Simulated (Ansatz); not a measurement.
```yaml
crystal:
  periodic: [false, false, false]
  atoms:
    - {symbol: Al, position_ang: [0.507349, -1.128846, 2.008720]}
    - {symbol: Al, position_ang: [1.451408, -2.259700, -0.092829]}
    - {symbol: Cu, position_ang: [-0.617542, 2.509961, 0.665273]}
    - {symbol: Cu, position_ang: [1.202113, -0.471707, -1.760840]}
    - {symbol: Cu, position_ang: [-0.756827, 1.097434, -1.300508]}
    - {symbol: Cu, position_ang: [0.964712, 0.637901, 0.362015]}
    - {symbol: Cu, position_ang: [-1.369535, 0.284854, 1.055179]}
    - {symbol: Cu, position_ang: [-0.830740, -0.611959, -2.969282]}
    - {symbol: Cu, position_ang: [0.150172, 1.209316, 2.640834]}
    - {symbol: Cu, position_ang: [-0.701112, -1.267254, -0.608561]}
basis:
  gaussian: {orbitals: def2-TZVP, initial_orbitals: start.molden}
hamiltonian: {xc: pbe0, dispersion: d4}
scf: {omitted_lower_state_checks: [starts]}
output: {orbitals: {seedname: orbitals}}
```

The file start.molden holds the orbitals of an earlier run on this structure, at another level or in another basis.

```sh
$ ansatz run in.yaml --threads 6 --pin off --events-out ev --progress --plain --max-ram 7833MiB
```

(1) Does this run fit into the memory that it is given?

Results:

(1) No. It has 434 basis functions, and Ansatz plans for 8.30 GiB where 7.64 GiB are given.
